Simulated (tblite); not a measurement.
A tight-binding relaxation on `CB(C)/C=C/C=C/n1cccc1`.

Computed with GFN2-xTB geometry optimisation, gas phase (tblite 0.8.0). Start geometry: from a force field or distance geometry. The input is one job of a driver script: a line of settings, then coordinates in Å.

Input:
```
{"job": {"kind": "relax", "xc": "GFN2-xTB", "basis": "xTB"}, "charge": 0, "multiplicity": 1}
C     -4.179800    -1.220200    -0.790700
B     -3.366100     0.087000    -0.351500
C     -4.012200     0.941900     0.798800
C     -1.832500     0.098800    -0.689400
C     -0.894600     0.116000     0.259200
C      0.510900     0.123000    -0.179800
C      1.518200     0.152500     0.683400
N      2.888400     0.160900     0.330300
C      3.934800     0.178800     1.170900
C      5.099700     0.179500     0.469800
C      4.779900     0.151000    -0.876100
C      3.390200     0.135100    -0.916500
H     -5.134500    -0.973100    -1.285200
H     -3.550900    -1.724600    -1.555100
H     -4.275900    -1.936100     0.041800
H     -3.303200     1.663100     1.246500
H     -4.396600     0.208600     1.556600
H     -4.879800     1.549800     0.399600
H     -1.523600     0.078100    -1.729900
H     -1.132800     0.136400     1.316700
H      0.749900     0.112900    -1.235700
H      1.287900     0.169500     1.760000
H      3.898900     0.209600     2.275400
H      6.086300     0.191400     0.901100
H      5.472600     0.148500    -1.717500
H      2.843700     0.114000    -1.869500
```

Output:
```
step      E/eV     max force
  0    -887.77590    2.539
  1    -888.04169    1.247
  2    -888.13933    0.639
  3    -888.22956    0.527
  4    -888.26217    0.455
  5    -888.28674    0.326
  6    -888.30820    0.380
  7    -888.32287    0.256
  8    -888.33107    0.193
  9    -888.33653    0.151
... (156 lines left out)
166    -888.44483    0.021
167    -888.44499    0.019
168    -888.44510    0.030
169    -888.44516    0.021
170    -888.44521    0.013
171    -888.44526    0.011
172    -888.44530    0.012
173    -888.44533    0.012
174    -888.44537    0.011
175    -888.44540    0.010
```

«max force» is the largest atomic force in eV/Å.

Task: From which step on does the largest force stay under 0.1 eV/Å, and how much energy is left to gain from there?

Result: From step 158 (0.056 eV/Å), 3.5 meV above the end.

Main results: energy lowered by 15.4 kcal/mol over 175 steps; largest atomic force 0.010 eV/Å at the end.

The run took 1.9 s of wall time on an Arm Neoverse V1 with one thread, no GPU, shared host with 32 logical CPUs at a one-minute load of 31.
Labels such as C1 count atoms from 1, the log's own numbers from 0.
